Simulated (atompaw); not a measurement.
# chromium (Cr): PAW (atompaw) pseudisation with PBE, scalar-relativistic reference atom.

| Item | Value |
| --- | --- |
| Element | chromium (Cr) |
| Generator | atompaw 4.2.0.5 |
| Type | PAW |
| Functional | PBE |
| Relativity | scalar-relativistic |
| Frozen core | [Ar] |
| Valence charge | 6 |
| Reference configuration | 3d5 4s1 4p0 |
| Partial waves | 4s (bound): rc 3.00 bohr; 4s channel at 2.35 Ry: rc 3.00 bohr; 4p (bound, empty): rc 3.00 bohr; 4p channel at 1.45 Ry: rc 2.75 bohr; 3d (bound): rc 1.30 bohr; 3d channel at 1.95 Ry: rc 1.30 bohr |
| Local potential | troulliermartins scheme with l = 3 at 1 Ry, radius 2.75 bohr |
| Core correction | smooth core density matched at 1.85 bohr |
| Augmentation charge | besselshape compensation charge, radius 2.65 bohr; PAW radius 3.00 bohr; waves and projectors: custom rrkj gramschmidtortho |

All-electron outer shells of the reference configuration (PBE, scalar-relativistic, ld1.x):

```
shell  level (eV)  outermost node (bohr)  outermost maximum (bohr)
   3s      -73.99                   0.36                      0.78
   3p      -45.44                   0.33                      0.80
   4s       -4.01                   1.12                      2.74
   3d       -2.91                      –                      0.84
   4p       -0.99                   1.25                      3.94
```

(1) Estimate the cutoffs (Ry, on a coarse ladder) from which the occupation-weighted sum of valence levels, in a spherical-Bessel basis at the reference potential, stays within 10 and 1 mRy of its value at 400 Ry.

(2) Does the potential have ghost states?

(3) Is the overlap operator S = 1 + Σ q|β⟩⟨β| positive definite (Bessel basis up to 400 Ry)?

(4) Which valence shell sets the plane-wave cutoff?

Answers

(1) 60 Ry and 100 Ry.

(2) No extra level below or beside the all-electron valence levels (s, p, d, f tested).

(3) Yes: its lowest eigenvalue is 0.71 (s channel).

(4) 3d: its level needs 70 Ry to come within 1 mRy, against 6 Ry for 4s.
